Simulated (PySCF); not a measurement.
RuC: one state, many levels of theory

State: ³Δ (triplet), unpaired electrons σ ↑, δ ↑. Set-up: Ru def2-TZVPP with ECP28, C def2-TZVPP; scalar-relativistic core potentials (PySCF 2.14). De refers to Ru (4d7 5s1) + C in their high-spin ground configurations, without counterpoise correction. The functionals are run spin-unrestricted. A positive dipole means Ru(−)C(+). Levels whose curve was spin-contaminated or gave no clean fit are not listed.

```
       Level  Re (Å)  ωe (cm⁻¹)  De (eV)  μ (D)
        ROHF   1.551       1226      n/a  -1.49
   ROHF-CCSD   1.609       1115     5.45    n/a
ROHF-CCSD(T)   1.632       1067     6.21    n/a
         PBE   1.628       1091     7.16  -2.06
        PW91   1.628       1091     7.14  -2.06
        BLYP   1.639       1063     6.80  -2.08
        BP86   1.631       1084     7.10  -2.05
        TPSS   1.630       1081     6.55  -2.21
      r²SCAN   1.616       1110     6.45  -2.10
        PBE0   1.603       1134     6.05  -2.09
   CAM-B3LYP   1.596       1154     5.79  -2.12
```

Problem. Which functional lies closest to ROHF-CCSD(T) in De, which farthest, and by how much do they differ from it?

Solution. Closest is PBE0 (-2.9 pm in Re, +6.3 % in ωe, -0.16 eV in De against ROHF-CCSD(T) in the same basis), farthest PBE (-0.4 pm in Re, +2.2 % in ωe, +0.95 eV in De). CCSD(T) converges more slowly with the basis than the functionals do and binds too weakly in this one, so the order can change at the basis-set limit.

Problem. What does a quarter of exact exchange do here, going from PBE to PBE0?

Solution. PBE0 less PBE: -2.5 pm in Re, +3.9 % in ωe, -1.11 eV in De. Exact exchange removes part of the self-interaction that spreads semilocal densities, and in most molecules shortens and stiffens the bond and lowers De; so it does here.

Problem. What does the triples do here, going from ROHF-CCSD to ROHF-CCSD(T)?

Solution. ROHF-CCSD(T) less ROHF-CCSD: +2.3 pm in Re, -4.3 % in ωe, +0.76 eV in De. Correlation nearly always deepens the well. The bond lengthens, as in strong covalent bonds, where excitations into antibonding orbitals dominate.

Correlated steps freeze 1 core orbital. The metal atom is held in its measured ground configuration; semilocal functionals can put another filling of s and d lower by some tenths of an eV, and De to that atom would be smaller. These are scalar-relativistic numbers at best; spin–orbit coupling would shift them, the dissociation energy most. UHF is strongly spin-contaminated for RuC, so the ROHF reference used there is far from stable. With d or f electrons several states lie close, and the lowest PBE0 determinant need not be the measured ground state.

The whole job (state search and all levels along the bond) took about 30 min on 1 thread of Arm Neoverse V1 (shared host), peak memory 3.2 GiB.
